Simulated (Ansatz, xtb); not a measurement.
**A geometry optimisation of F3H2SbSn with r2SCAN-D4/def2-SVP**

The starting geometry of this gas-phase singlet was built from a drawn formula by distance geometry and a force field; its bonds are those of `[F][SbH][SnH]([F])[F]`.

```yaml
atoms:
  - { symbol: F, position_ang: [-3.8653, 0.2665, -2.6708] }
  - { symbol: F, position_ang: [-0.6081, 0.3778, -0.6931] }
  - { symbol: F, position_ang: [-3.0038, 0.3293, 1.4070] }
  - { symbol: Sb, position_ang: [-3.8777, 2.0516, -1.9800] }
  - { symbol: Sn, position_ang: [-2.0927, 1.3845, 0.0564] }
  - { symbol: H, position_ang: [-2.6015, 2.5285, -3.0831] }
  - { symbol: H, position_ang: [-1.4318, 2.8510, 0.7638] }
```

**Question.** Where would you expect an optimisation with r2SCAN-D4/def2-SVP to take it?

**Answer.** It keeps its bonds, and is `[F][SbH][SnH]([F])[F]`.

The energy falls by 0.18 eV over 13 steps:

```json
{"step": "1", "E − E(last) (eV)": "0.184"}
{"step": "2", "E − E(last) (eV)": "0.040"}
{"step": "4", "E − E(last) (eV)": "0.004"}
{"step": "5", "E − E(last) (eV)": "0.002"}
{"step": "6", "E − E(last) (eV)": "0.002"}
{"step": "8", "E − E(last) (eV)": "0.001"}
{"step": "9", "E − E(last) (eV)": "0.000"}
{"step": "10", "E − E(last) (eV)": "0.000"}
{"step": "12", "E − E(last) (eV)": "0.000"}
{"step": "13", "E − E(last) (eV)": "0.000"}
```

Final geometry (Å):

```xyz
7

F    -3.7648    0.1534   -2.7324
F    -0.7095    0.3198   -0.6353
F    -2.9943    0.4536    1.3420
Sb   -3.9843    1.9685   -2.0645
Sn   -2.0888    1.5257   -0.0005
H    -2.6826    2.6237   -2.9949
H    -1.2566    2.7443    0.8858
```

From the same start GFN2-xTB ends elsewhere, differing in F3–Sb4 (1.99 against 3.86 Å here), F3–Sn5 (3.03 against 1.94 Å here).

The end wasn't checked by frequencies. Atoms past krypton carry core potentials, without spin–orbit terms. Run with Ansatz 0.2.0, 38 s on 2 threads of Intel(R) Xeon(R) Platinum 8488C (Sapphire Rapids), on a shared host.
